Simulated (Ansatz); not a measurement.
```yaml
crystal:
  periodic: [false, false, false]
  atoms:
    - {symbol: Pt, position_ang: [0.005226, 0.002823, 0.000071]}
    - {symbol: Se, position_ang: [1.036946, -1.922803, -0.080401]}
    - {symbol: Se, position_ang: [-1.042182, 1.919970, 0.080321]}
basis:
  gaussian: {orbitals: def2-SVPD}
total_charge: 1
magnetization: {spin_polarized: false, initial_magnetization: 1}
hamiltonian: {xc: {name: PBE0}}
scf: {lower_state_search: off}
```

```sh
$ ansatz run in.yaml --threads 4 --pin off --events-out ev --progress --plain --max-ram 3916MiB
```

Output, abridged:

```
Functional definition: PBE0
1120 factors; integrals over basis functions are off by at most 3.8e-4 eV
mean field evaluation 1: about -133892.6149 eV, gradient 6.7e1 eV
mean field evaluation 2: about -133892.6894 eV, gradient 6.7e1 eV
mean field evaluation 4: about -133902.8284 eV, gradient 3.5e1 eV
mean field evaluation 8: about -133905.5167 eV, gradient 2.1e0 eV
mean field evaluation 16: about -133905.5404 eV, gradient 7.7e-1 eV
mean field evaluation 32: about -133905.5512 eV, gradient 1.7e-3 eV
mean field -133905.55145080 eV, -4920.9382513744 hartree, gradient 1.9e-6 eV, S^2 0.750000; 0 other end points of the search recorded, 0 dependent functions left out
reference -133905.55151763 eV, -4920.9382538300 hartree; 43, 42 occupied and 74, 75 virtual orbitals, 1120 factors
Total energy: -133905.55151763 eV, -4920.9382538300 hartree
Checks for a lower state left out: stability, starts, cluster_reference, orbital_swaps, neighbouring_geometries, increment
```

It took 20 s on 4 threads of Arm Neoverse V2 on a shared host, peak host memory 0.58 GiB.

In the def2 sets Pt takes a core potential; there is no spin–orbit coupling.

With spin_polarized false and unpaired electrons the run is restricted open-shell.
